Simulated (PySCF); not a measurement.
Run record: geometry optimisation, [Cu(OMe)2]-, `C[O][Cu-][O]C`.

Method: PBE0-D3(BJ)/def2-SVP geometry optimisation, gas phase (PySCF 2.14.0). Start geometry: GFN2-xTB. The input is one job of a driver script: a line of settings, then coordinates in Å.

Command:
```bash
OMP_NUM_THREADS=1 python probes_run.py task.json out
```

Input:
```
{"job": {"xc": "PBE0", "basis": "def2-SVP", "d3": "d3bj", "grid": 1, "maxiter": 40, "shake": 0.03, "kind": "geom"}, "charge": -1, "multiplicity": 1}
Cu     0.086130    -0.075810     0.011930
O      0.003090    -0.124460     1.796890
C      0.022760    -1.338690     2.383710
H     -0.659420    -1.999280     2.137820
H      0.043720    -1.217160     3.480020
H      1.001870    -1.880280     2.177370
O      0.055570     0.107200    -1.804270
C     -0.043050     1.347790    -2.424680
H     -1.039640     1.879100    -2.110470
H     -0.080510     1.190890    -3.481890
H      0.707520     2.025210    -2.135530
```

Output:
```
step   0  E = -1869.89314262  max force = 0.108796
step   1  E = -1869.91848609  max force = 0.017590
step   2  E = -1869.91982601  max force = 0.006060
step   3  E = -1869.91997740  max force = 0.001678
step   4  E = -1869.91999731  max force = 0.000784
step   5  E = -1869.92000839  max force = 0.000627
step   6  E = -1869.92001089  max force = 0.000489
step   7  E = -1869.92001276  max force = 0.000306
optimisation converged
```

Energies in Eh; «max force» is the largest Cartesian gradient component in Eh/bohr.

Q: How much energy does the optimisation release, in kJ/mol?

A: E(step 0) − E(last step) = 0.026870 Eh, which is 70.5 kJ/mol.

Main results: final energy -1869.92001 Eh after 7 steps.

Q: How long does this job take on one thread, AMD EPYC (x86_64), no GPU, shared host? And the peak memory of the process?

A: About 1.8 min, with 0.47 GiB resident at the peak, the Python interpreter and its libraries included.
Labels such as C1 count atoms from 1, the log's own numbers from 0.
